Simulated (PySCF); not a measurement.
Compound: C6H7NOS.
SMILES: `C[S@@](=O)C1=CC=CC=N1`

A linear-response calculation (PySCF, def2-SVPD basis, gas phase, vertical, core orbitals frozen in the response) gave these numbers; the functional is withheld.

Orbital energies (eV): HOMO-3 -10.54, HOMO-2 -9.96, HOMO-1 -9.55, HOMO -8.63, LUMO 0.28, LUMO+1 0.72, LUMO+2 2.12.

```
state  E (eV)       f   main configurations (H = HOMO, L = LUMO)
   S1    4.78   0.029                     H→L (70%), H-1→L (17%)
   S2    5.23   0.054      H→L+1 (32%), H-1→L (30%), H-3→L (14%)
   S3    5.28   0.015        H→L+1 (32%), H-1→L (25%), H→L (12%)
   S4    5.62  0.0086  H-1→L+1 (40%), H-2→L (31%), H-3→L+1 (10%)
   S5    5.90   0.073      H-2→L (23%), H→L+1 (18%), H→L+3 (14%)
   S6    6.13   0.027       H→L+3 (40%), H→L+4 (15%), H→L+1 (9%)
```

Triplets, Tamm–Dancoff:

```csv
state,E (eV),λ (nm),"main configurations (H = HOMO, L = LUMO)"
T1,4.20,295.4,"H→L (41%), H-2→L+1 (16%), H-4→L (13%)"
T2,4.40,281.8,"H-1→L (34%), H-2→L+1 (21%), H-3→L (16%)"
T3,4.53,273.6,"H-2→L (37%), H-1→L (28%), H-2→L+1 (15%)"
T4,4.92,251.8,"H→L+1 (43%), H-4→L (25%)"
```

Vertical ionisation energy by ΔSCF with the same functional: 8.77 eV. Mean static polarisability: 100.3 au.

**Question.** Which of these was used?
A. wB97X-D
B. PBE
C. HF
D. PBE0

**Answer.** A. wB97X-D is range-separated, 22% exact exchange at short range and 100% at long range (ω = 0.2 bohr⁻¹). In this run −ε(HOMO) = 8.63 eV differs from the ΔSCF value by -0.14 eV, and S1 differs from the orbital gap of 8.91 eV by -4.12 eV. The ratio −ε(HOMO)/IP is 0.98. Small neutral molecules mostly give 0.89 to 0.99 with wB97X-D, 0.5 to 0.7 with PBE, 0.7 to 0.83 with PBE0; Hartree–Fock can't fall below 1, since the ion's relaxation only lowers the ΔSCF value.

Theory: TDDFT wB97X-D/def2-SVPD, vertical, gas phase, core orbitals frozen in the response in PySCF 2.14.0, density-fitted response routines. Geometry: PBE0-D3(BJ)/def2-SVP, one conformer, isolated molecule.

The values belong to the conformer `[CH3:1][S@@:2](=[O:3])[c:4]1[cH:5][cH:6][cH:7][cH:8][n:9]1`: C1–S2–C4–C5 -121°.
